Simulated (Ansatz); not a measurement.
Job for Ansatz (an electronic-structure program): R-CCSD(T)/aug-cc-pV(D+d)Z on H4OSi (SMILES O[SiH3]) with ghost functions, monomers drawn apart or pushed together. Files ending in .json are basis or fitting sets from the Basis Set Exchange.

Ansatz 0.2 input:
```yaml
crystal:
  periodic: [false, false, false]
  atoms:
    - {symbol: O, position_ang: [-0.07388965, 1.58900215, 5.99199364]}
    - {symbol: Si, position_ang: [-0.15923166, 0.00799600, 6.47107251]}
    - {symbol: H, position_ang: [0.69970875, 2.10059956, 6.23978508]}
    - {symbol: H, position_ang: [0.95946725, -0.79360906, 5.91787189]}
    - {symbol: H, position_ang: [-1.44544317, -0.49981977, 5.95732515]}
    - {symbol: H, position_ang: [-0.12267208, -0.11085867, 7.95009254]}
basis:
  gaussian:
    orbitals: aug-cc-pV_D+d_Z.json
    ghost_atoms:
      - {symbol: C, position_ang: [0.02095984, -0.15893327, 0.04741754]}
      - {symbol: H, position_ang: [-0.12485718, 0.64920731, 0.76244845]}
      - {symbol: H, position_ang: [-0.36763534, -1.08751784, 0.46417311]}
      - {symbol: H, position_ang: [-0.50721132, 0.07055819, -0.87726647]}
      - {symbol: H, position_ang: [1.08409483, -0.27439189, -0.16105996]}
magnetization: {spin_polarized: false}
correlation: {method: ccsd_t, electrons: outside_noble_gas}
scf: {lower_state_search: off}
```

It printed:

```
WARN ansatz: RAYON_NUM_THREADS=1 ignored (pool sized by the plan → 1); use --threads N
Functional definition: HF
these checks for a lower state are left out or cut short: stability, starts, cluster_reference, orbital_swaps, neighbouring_geometries, increment
integrals: 0.38 GiB planned
1357 factors; integrals over basis functions are off by at most 9.1e-4 eV
mean field: 0.32 GiB planned
mean field evaluation 1: about -9961.7451 eV, gradient 3.4e1 eV
mean field evaluation 2: about -9961.7450 eV, gradient 3.4e1 eV
mean field evaluation 4: about -9964.1348 eV, gradient 2.3e0 eV
mean field evaluation 8: about -9964.1576 eV, gradient 3.4e-4 eV
mean field -9964.15762636 eV, -366.1760388202 hartree, gradient 2.5e-6 eV, S^2 0.000000; 0 other end points of the search recorded, 0 dependent functions left out
6 core orbitals not correlated
reference -9964.15762636 eV, -366.1760388202 hartree; 7, 7 occupied and 137, 137 virtual orbitals, 1357 factors
second order -8.62006141 eV of doubles, -0.00000000 eV of singles
coupled cluster: 1.02 GiB planned
cycle   1  -9.05055552 eV  change   -4.3e-1 eV  update   7.5e-2
cycle   2  -9.31838675 eV  change   -2.7e-1 eV  update   2.2e-2
cycle   3  -9.38513024 eV  change   -6.7e-2 eV  update   1.1e-2
cycle   4  -9.38106081 eV  change    4.1e-3 eV  update   2.2e-3
cycle   5  -9.38069494 eV  change    3.7e-4 eV  update   8.0e-4
cycle   6  -9.38095173 eV  change   -2.6e-4 eV  update   2.2e-4
cycle   7  -9.38087295 eV  change    7.9e-5 eV  update   8.0e-5
cycle   8  -9.38084346 eV  change    2.9e-5 eV  update   2.7e-5
cycle   9  -9.38084803 eV  change   -4.6e-6 eV  update   1.1e-5
perturbative correction -0.23170946 eV, -0.0085151655 hartree
Total energy: -9973.77018385 eV, -366.5292937922 hartree
Checks for a lower state left out: stability, starts, cluster_reference, orbital_swaps, neighbouring_geometries, increment
```

The run converged.

Cost: about 18 core-seconds (a rough figure).
